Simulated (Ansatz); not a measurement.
Computed with Ansatz on PBE0-D4/def2-TZVP structures; ΔE is electronic, products minus reactants. CCSD(T)/CBS adds triple-zeta CCSD(T) − MP2 to the extrapolated MP2 energy (def2 sets, frozen cores). This one scheme is used for every species. DFT in def2-TZVPP. Elements past krypton have def2 core potentials. For Br, Sn outer-core shells are correlated without core-valence functions, which leaves a few kJ/mol of doubt a bond. Scalar relativity is left out up to krypton. Each species was taken in one conformer, which may not be the lowest.

Consider the hydrogenolysis of the Sn–O bond: `[OH][SnH2][Br]` + H₂ → `[Br][SnH3]` + H₂O.

`[OH][SnH2][Br]`:

Cartesian coordinates in Å:
```
O 0.062 -0.084 1.553
Sn -0.322 -0.132 -0.362
Br 1.016 1.668 -1.420
H 1.000 -0.095 1.756
H 0.214 -1.597 -1.042
H -1.970 0.241 -0.486
```

H₂:

Cartesian coordinates in Å:
```
H -0.373 0.008 -0.002
H 0.373 -0.008 0.002
```

`[Br][SnH3]`:

Z-matrix (Å, degrees):
```
Sn
Br 1 2.483
H 1 1.700 2 106.4
H 1 1.700 2 106.4 3 -120.0
H 1 1.700 2 106.4 3 120.0
```

H₂O:

Cartesian coordinates in Å:
```
O -0.018 -0.098 0.376
H -0.745 0.157 -0.195
H 0.763 -0.059 -0.181
```

(1) Is it downhill or uphill in electronic energy at CCSD(T)/CBS, and by how much? (An estimate is asked.)

(2) What do these levels give: PBE-D4, PBE, r2SCAN, RPA@PBE/def2-TZVPP, CCSD(T)/def2-SVP, MP2/def2-TZVPP? (Best estimate.)

Largest T1 diagnostic among the species: 0.011.

## Answers

(1) Ansatz gave: Uphill: ΔE = +0.05 eV.

(2) Ansatz gave: PBE-D4 0.05, PBE 0.02, r2SCAN 0.08, RPA@PBE/def2-TZVPP 0.01, CCSD(T)/def2-SVP -0.06, MP2/def2-TZVPP 0.07 eV.

In def2-TZVPP, CCSD(T) changes the Hartree–Fock value by +0.13 eV (the triples alone add +0.05 eV) and MP2 by +0.20 eV. At CCSD(T), def2-SVP lies −0.12 eV from the extrapolated value and def2-TZVPP −0.06 eV. From BLYP to BHLYP (50 % exact exchange), in def2-TZVPP and without D4, ΔE moves by −0.14 eV.
